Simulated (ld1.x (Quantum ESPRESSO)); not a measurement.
## Bi (Z = 83): PAW pseudisation with PBE, fully relativistic reference atom.

ld1.x (Quantum ESPRESSO) 7.5 input, shortened:

```
&input
   title='Bi', zed=83., rel=2, dft='PBE', iswitch=3,
   config='[Xe] 4f14 5d10 6s2 6p2.5 6d-2', rel_dist='average'
 /
 &inputp
   pseudotype=3, lpaw=.true., tm=.true., lloc=2,
   nlcc=.false.,
   which_augfun='PSQ', rmatch_augfun_nc=.true.
 /
5
6S  1  0   2.00   0.00  1.55  1.75  0.0
6S  1  0   0.00  -0.80  1.55  1.75  0.0
6P  2  1   2.50   0.00  1.75  2.05  0.0
6P  2  1   0.00   0.05  1.75  2.05  0.0
6D  3  2  -2.00  -0.15  1.55  1.55  0.0
 &test
   configts(1)='6s2 6p2.5'
 /
```

Open shells are filled in proportion to 2j + 1 (rel_dist='average').

Problem. Does this generation succeed?

Solution. No. ld1.x (Quantum ESPRESSO) 7.5 stopped with "compute_chi: n is too large": near the origin the numerical χ = (ε − T − V_loc)φ did not join its small-r series within 0.05 bohr.
